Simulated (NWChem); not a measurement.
Program: NWChem. System: CHF, charge 0, spin multiplicity 1, at a geometry optimised with B3LYP/def2-SVP. The structure started from a generated list of species. Level: PBE0/def2-TZVP.

NWChem printed:

```
             Northwest Computational Chemistry Package (NWChem) 7.3.0
             --------------------------------------------------------

                                NWChem Input Module
                                -------------------

 Scaling coordinates for geometry "geometry" by  1.889725989
 (inverse scale =  0.529177249)

 Turning off AUTOSYM since
 SYMMETRY directive was detected!

                             Geometry "geometry" -> ""
                             -------------------------

 Output coordinates in angstroms (scale by  1.889725989 to convert to a.u.)

  No.       Tag          Charge          X              Y              Z
 ---- ---------------- ---------- -------------- -------------- --------------
    1 C                    6.0000     0.56061400    -0.45268500     0.00000000
    2 F                    9.0000    -0.52655900     0.26421900     0.00000000
    3 H                    1.0000     1.37534300     0.33813400     0.00000000

 Effective nuclear repulsion energy (a.u.)      27.2415741339

            Nuclear Dipole moment (a.u.)
            ----------------------------
        X                 Y               Z
 ---------------- ---------------- ----------------
    -0.0000075589    -0.0000094486     0.0000000000

      Symmetry information
      --------------------

 Group name             Cs
 Group number              2
 Group order               2
 No. of unique centers     3

      Symmetry unique atoms

     1    2    3


 Summary of "ao basis" -> "" (spherical)
 ------------------------------------------------------------------------------
       Tag                 Description            Shells   Functions and Types
 ---------------- ------------------------------  ------  ---------------------
 *                         def2-tzvp                  on all atoms

                                 NWChem DFT Module
                                 -----------------

 Summary of "ao basis" -> "ao basis" (spherical)
 ------------------------------------------------------------------------------
       Tag                 Description            Shells   Functions and Types
 ---------------- ------------------------------  ------  ---------------------
 C                         def2-tzvp                11       31   5s3p2d1f
 F                         def2-tzvp                11       31   5s3p2d1f
 H                         def2-tzvp                 4        6   3s1p
[...]
    11      0.115705  1 C  pz                14      0.037824  1 C  pz

 Vector    7  Occ=2.000000D+00  E=-4.893815D-01  Symmetry=a'
              MO Center=  1.6D-01, -4.9D-02,  1.0D-15, r^2= 1.4D+00
   Bfn.  Coefficient  Atom+Function         Bfn.  Coefficient  Atom+Function
  ----- ------------  ---------------      ----- ------------  ---------------
    37      0.361373  2 F  px                40      0.298623  2 F  px
     4     -0.243947  1 C  s                 43      0.176221  2 F  px
     6     -0.172473  1 C  px                 3     -0.158298  1 C  s
    38      0.156370  2 F  py                64     -0.143657  3 H  s
    41      0.126618  2 F  py                 9     -0.111880  1 C  px

 Vector    8  Occ=2.000000D+00  E=-2.661736D-01  Symmetry=a'
              MO Center=  5.1D-01, -5.6D-01, -5.1D-16, r^2= 1.3D+00
   Bfn.  Coefficient  Atom+Function         Bfn.  Coefficient  Atom+Function
  ----- ------------  ---------------      ----- ------------  ---------------
     5      0.341536  1 C  s                  7     -0.339176  1 C  py
     4      0.299212  1 C  s                 10     -0.281974  1 C  py
    38      0.214915  2 F  py                64     -0.205306  3 H  s
    65     -0.204952  3 H  s                  3      0.181394  1 C  s
    41      0.177897  2 F  py                44      0.159505  2 F  py

 Vector    9  Occ=0.000000D+00  E=-1.018758D-01  Symmetry=a"
              MO Center=  5.1D-01, -3.7D-01,  4.5D-14, r^2= 1.4D+00
   Bfn.  Coefficient  Atom+Function         Bfn.  Coefficient  Atom+Function
  ----- ------------  ---------------      ----- ------------  ---------------
     8      0.417496  1 C  pz                11      0.416754  1 C  pz
    14      0.401231  1 C  pz                39     -0.218482  2 F  pz
    45     -0.215661  2 F  pz                42     -0.174483  2 F  pz
    21      0.031306  1 C  d -1

 Vector   10  Occ=0.000000D+00  E= 7.646087D-02  Symmetry=a'
              MO Center=  1.1D+00,  4.4D-01, -1.6D-14, r^2= 3.4D+00
   Bfn.  Coefficient  Atom+Function         Bfn.  Coefficient  Atom+Function
  ----- ------------  ---------------      ----- ------------  ---------------
    65      2.145299  3 H  s                 12     -0.896352  1 C  px
     5     -0.614730  1 C  s                 36     -0.481455  2 F  s
    13     -0.339189  1 C  py                 4     -0.298142  1 C  s
     9     -0.258122  1 C  px                 6     -0.219227  1 C  px
    44      0.167343  2 F  py                64     -0.156153  3 H  s

 Vector   11  Occ=0.000000D+00  E= 1.067861D-01  Symmetry=a'
              MO Center=  7.8D-01, -1.9D-01, -1.3D-14, r^2= 4.0D+00
   Bfn.  Coefficient  Atom+Function         Bfn.  Coefficient  Atom+Function
  ----- ------------  ---------------      ----- ------------  ---------------
     5      1.564114  1 C  s                 65     -1.294667  3 H  s
    36     -1.277995  2 F  s                 13      0.919929  1 C  py
    12     -0.696899  1 C  px                 4      0.435042  1 C  s
    43     -0.398667  2 F  px                 9     -0.284690  1 C  px
    44      0.242051  2 F  py                10      0.231784  1 C  py

 center of mass
 --------------
 x =  -0.11160827 y =  -0.00423345 z =   0.00000000

 moments of inertia (a.u.)
 ------------------
          13.928805546336          18.655641493350           0.000000000000
          18.655641493350          38.688066874802           0.000000000000
           0.000000000000           0.000000000000          52.616872421138

     Multipole analysis of the density
     ---------------------------------

     L   x y z        total         alpha         beta         nuclear
     -   - - -        -----         -----         ----         -------
     0   0 0 0     -0.000000     -8.000000     -8.000000     16.000000

     1   1 0 0      0.219265      0.109636      0.109636     -0.000008
     1   0 1 0      0.540696      0.270353      0.270353     -0.000009
     1   0 0 1     -0.000000     -0.000000     -0.000000      0.000000

     2   2 0 0     -8.055050    -15.227590    -15.227590     22.400130
     2   1 1 0      0.754333      4.501355      4.501355     -8.248377
     2   1 0 1      0.000000      0.000000      0.000000      0.000000
     2   0 2 0    -10.263236     -8.653013     -8.653013      7.042789
     2   0 1 1     -0.000000     -0.000000     -0.000000      0.000000
     2   0 0 2     -7.758423     -3.879211     -3.879211      0.000000

 Task  times  cpu:        0.8s     wall:        0.8s

 Total times  cpu:        0.9s     wall:        0.9s
```

Question: Write an NWChem input that would produce this output.

Answer: Several could match; the one computed here: 
```
start mol
memory heap 200 mb stack 900 mb global 1100 mb
geometry units angstroms nocenter noautoz
  C      0.560614    -0.452685     0.000000
  F     -0.526559     0.264219     0.000000
  H      1.375343     0.338134     0.000000
  symmetry group Cs
end
basis spherical
  * library def2-tzvp
end
dft
  xc pbe0
  semidirect memsize 60000000 filesize 0
  iterations 100
end
task dft energy
```
